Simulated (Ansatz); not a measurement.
`F[C@H]1CC(F)(F)[C@H](F)C1(F)F` → `F[C@@H]1[C@@H](F)CC(F)(F)C1(F)F`  (isomerisation)

Computed with Ansatz on PBE0-D4/def2-TZVP structures; ΔE is electronic, products minus reactants. CCSD(T)/CBS is the MP2 limit (def2-TZVPP, def2-QZVPP) plus CCSD(T) − MP2 in def2-TZVPP, frozen cores. Functionals use def2-TZVPP.

`F[C@H]1CC(F)(F)[C@H](F)C1(F)F`:

Cartesian coordinates in Å:
```
F 1.973 0.843 -0.149
C 0.817 0.819 0.600
C -0.372 1.222 -0.255
C -0.873 -0.062 -0.922
F -2.184 -0.261 -0.673
F -0.733 -0.014 -2.269
C -0.037 -1.218 -0.338
F -0.746 -2.356 -0.155
C 0.514 -0.636 0.958
F -0.440 -0.646 1.918
F 1.579 -1.303 1.426
H 0.964 1.431 1.492
H -0.093 1.974 -0.991
H -1.173 1.617 0.371
H 0.804 -1.409 -1.012
```

`F[C@@H]1[C@@H](F)CC(F)(F)C1(F)F`:

```xyz
15

F     0.189   -1.129   -2.191
C     0.224   -0.952   -0.829
C     1.215    0.138   -0.439
C     0.664    0.642    0.873
F     0.906   -0.255    1.860
F     1.158    1.825    1.263
C    -0.859    0.682    0.631
F    -1.136    1.815   -0.058
F    -1.572    0.681    1.755
C    -1.145   -0.524   -0.286
F    -1.740   -1.538    0.407
H     0.481   -1.911   -0.371
H     2.241   -0.214   -0.344
H     1.176    0.948   -1.171
H    -1.803   -0.210   -1.100
```

```csv
level,ΔE (kJ/mol)
r2SCANh-D4,3.7
r2SCAN0-D4,3.8
LC-ωPBE,3.8
MP2/def2-QZVPP,4.1
```

What does CCSD(T)/CBS give? (Best estimate.)

Computed: +4.1 kJ/mol. The listed levels differ from it by -0.4, -0.3, -0.3, 0.0 kJ/mol.

Largest T1 diagnostic among the species: 0.012.

Leaving LDA and LC-ωPBE aside and taking each functional with its dispersion term where it has one, the values, not all of them listed here, spread over 1.2 kJ/mol, from PBE-D4 to ωB97M-V.

CCSD(T)/CBS has its own doubt, a few kJ/mol and more with outer-core shells, so smaller differences from it don't rank the levels.
